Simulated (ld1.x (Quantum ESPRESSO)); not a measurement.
## Tb (Z = 65), RRKJ: configuration errors across variants

terbium (Tb), norm-conserving RRKJ (Kleinman–Bylander form), made with ld1.x (Quantum ESPRESSO) 7.5 (PBE, scalar-relativistic). Core [Kr] 4d10, reference 4f9 5s2 5p6 5d0 6s0.5 6p0 (charge +1.5). Waves: 5p (bound): rc 2.25 bohr; 5d (bound, empty): rc 1.95 bohr; 4f (bound): rc 0.80 bohr; 5s (bound): rc 2.00 bohr. Local part: the s channel. Core correction: none. rho0 = 0.001.

Occupied shells without a wave of their own: 6s. They enter only through the test configuration that unscreens the potential.

All-electron excitation energies from the reference (eV): (1) 4f9 5s2 5p6 5d0 6s2 6p0 -11.215; (2) 4f9 5s2 5p6 5d0 6s1 6p0 -5.051; (3) 4f9 5s2 5p6 5d0 6s0 6p0 6.473; (4) 4f7 5s2 5p6 5d0 6s0 6p0 75.898; (5) 4f9 5s2 5p6 5d1 6s1 6p0 -8.741; (6) 4f8 5s2 5p6 5d1 6s1 6p0 -0.371; (7) 4f9 5s2 5p6 5d0 6s1 6p1 -8.601.

For the base: The 6s level has no wave, so the channel is fitted at the deeper level alone: the likely source of the large errors.

Tests that are not counted but printed errors over 1 eV. “all radii scaled by about 0.97 (s 1.92, p 2.18, d 1.88, f 0.78 bohr)”: 4f9 5s2 5p6 5d1 6s1 6p0 (pseudo-atom not self-consistent, printed error -3397 eV).

4 further variants failed, have other tests or too few solved ones, and are left out.

The file “base” misses its own reference levels by 1.0 eV. The file “all radii scaled by about 0.89 (s 1.78, p 2.00, d 1.74, f 0.72 bohr)” misses its own reference levels by 0.4 eV. The file “all radii scaled by about 0.97 (s 1.92, p 2.18, d 1.88, f 0.78 bohr)” misses its own reference levels by 0.7 eV.

Errors AE − PS in meV (a dash: test not solved or not reliable):

```csv
change,(1),(2),(3),(4),(5),(6),(7),bound ghosts
base,+917,+424,-577,-1646,+295,+536,+386,none
"all radii scaled by about 0.89 (s 1.78, p 2.00, d 1.74, f 0.72 bohr)",+386,+179,-244,-1103,+121,+115,+170,none
"all radii scaled by about 0.97 (s 1.92, p 2.18, d 1.88, f 0.78 bohr)",+660,+305,-416,-1307,–,+345,+284,none
```

Q: Give the same row for: all radii scaled by about 0.75 (s 1.50, p 1.70, d 1.46, f 0.60 bohr).

A: +101, +47, -64, -1216, +30, -166, –; bound ghosts: not determined. Not counted: 4f9 5s2 5p6 5d0 6s1 6p1 (pseudo-atom not self-consistent, printed error -3360 eV).
